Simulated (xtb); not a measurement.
xtb input:

```bash
xtb mol.xyz --gfn 1 --sp --chrg 0 --uhf 0
```
mol.xyz:
```
8

C     -2.16563056     0.06536133     0.12899303
Ge    -0.23119520     0.00697775     0.01377085
Cl     0.59509656     1.97845728    -0.24940493
Cl     0.63248150    -0.82914640     1.80086627
Cl     0.41581396    -1.19891042    -1.64934790
H     -2.44746409     0.68282966     0.97968179
H     -2.55868015     0.49302875    -0.79132280
H     -2.53949035    -0.94812208     0.26108715
```

**Question.** Predict the final energy.

**Answer.** -18.31151 Eh (GFN1-xTB).
